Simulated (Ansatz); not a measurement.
The cluster Sc2B2, relaxed as a singlet with RKS r2SCAN-D4/def2-SVP in Ansatz, starting from the GFN1-xTB geometry. Force threshold 0.02 eV/Å.

The structure comes from a short search, and lower isomers may exist.

Start:

```
atom    x (Å)    y (Å)    z (Å)
 Sc1  -0.2920  -0.4547  -1.7706
 Sc2  -1.9166  -0.1175   0.5699
  B3   1.4869   0.1801  -0.0031
  B4   0.7216   0.3921   1.2038
```

```json
{"step": "1", "energy (eV)": "-42734.2397", "largest force component (eV/Å)": "5.208", "SCF passes": "96"}
{"step": "2", "energy (eV)": "-42736.3062", "largest force component (eV/Å)": "2.085", "SCF passes": "47"}
{"step": "3", "energy (eV)": "-42736.9039", "largest force component (eV/Å)": "1.177", "SCF passes": "46"}
{"step": "4", "energy (eV)": "-42736.9649", "largest force component (eV/Å)": "0.332", "SCF passes": "46"}
{"step": "5", "energy (eV)": "-42737.0531", "largest force component (eV/Å)": "0.692", "SCF passes": "51"}
{"step": "6", "energy (eV)": "-42737.1961", "largest force component (eV/Å)": "1.324", "SCF passes": "55"}
{"step": "7", "energy (eV)": "-42737.4600", "largest force component (eV/Å)": "1.341", "SCF passes": "57"}
{"step": "8", "energy (eV)": "-42737.7038", "largest force component (eV/Å)": "1.029", "SCF passes": "56"}
{"step": "9", "energy (eV)": "-42737.8163", "largest force component (eV/Å)": "0.383", "SCF passes": "55"}
{"step": "10", "energy (eV)": "-42737.8198", "largest force component (eV/Å)": "0.023", "SCF passes": "45"}
{"step": "11", "energy (eV)": "-42737.8198", "largest force component (eV/Å)": "0.007", "SCF passes": "45"}
```

Force components are those of the run's own axes.

End:

Cartesian coordinates in Å:
```
Sc -0.057 0.082 -1.579
Sc -1.260 -0.499 0.816
B 0.917 -0.520 0.334
B 0.400 0.938 0.429
```

Bonds formed: Sc1–B4, Sc2–B3 (atoms count from 1). The end is the same structure that another start reached, the lowest one found.

No frequencies were taken in this run, so the end may be a saddle point.

Run time 51 s (2 threads of Arm Neoverse V2 on a shared host).
